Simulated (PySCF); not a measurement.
A calculated (LDA, PySCF 2.14, aug-cc-pwCVTZ-DK3, scalar relativity by spin-free X2C-1e) atom or ion has these occupied shells.

```csv
shell,electrons,orbital energy (eV),"rms radius, mean of both spins (bohr)"
1s α,1,-30207.5,0.0327
1s β,1,-30207.4,0.0327
2s α,1,-4599.3,0.133
2s β,1,-4599.2,0.133
2p α,3,-4135.3,0.118
2p β,3,-4135.2,0.118
3s α,1,-901.17,0.354
3s β,1,-901.11,0.354
3p α,3,-749.43,0.354
3p β,3,-749.36,0.354
3d α,5,-515.62,0.333
3d β,5,-515.56,0.333
4s α,1,-148.08,0.842
4s β,1,-147.95,0.842
4p α,3,-101.42,0.911
4p β,3,-101.28,0.911
4d α,5,-33.461,1.12
4d β,5,-33.160,1.12
5s α,1,-13.583,2.37
5s β,1,-12.006,2.37
5p α,3,-5.530,3.09
```

(1) Name the element and its charge.

Results:

(1) Sb (antimony, neutral), in [Kr] 4d10 5s2 5p3, high-spin 4S determinant.
